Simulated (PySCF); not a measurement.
How methods differ on the excitation energy of Ne

Ne [Ne] (1S) → Ne [He] 2s1 2p6 3s1 (3S), as a difference of total energies. All numbers are calculated (PySCF 2.14, no relativity, point nucleus, in aug-cc-pVTZ with one added diffuse shell each of s, p, d, f type (6s5p4d3f, 62 functions)). Correlated levels: valence: 1s2 frozen. The calculations carry no spin-orbit coupling.

```csv
method,excitation energy (cm⁻¹)
UHF,359140
LDA,320980
PBE,323310
PBE0,334330
r2SCAN,340180
B97-3,337350
BHandHLYP,343930
TPSS,330340
PBEsol,322500
MP2 (valence),355500
SCS-MP2 (valence),353150
```

The upper state lies above the first ionisation limit, where it may autoionise and the basis confines it. A Rydberg-like electron needs more diffuse functions than a valence basis has.

The promoted electron is Rydberg-like, and one or two diffuse shells describe it only roughly, which tends to raise the upper state.
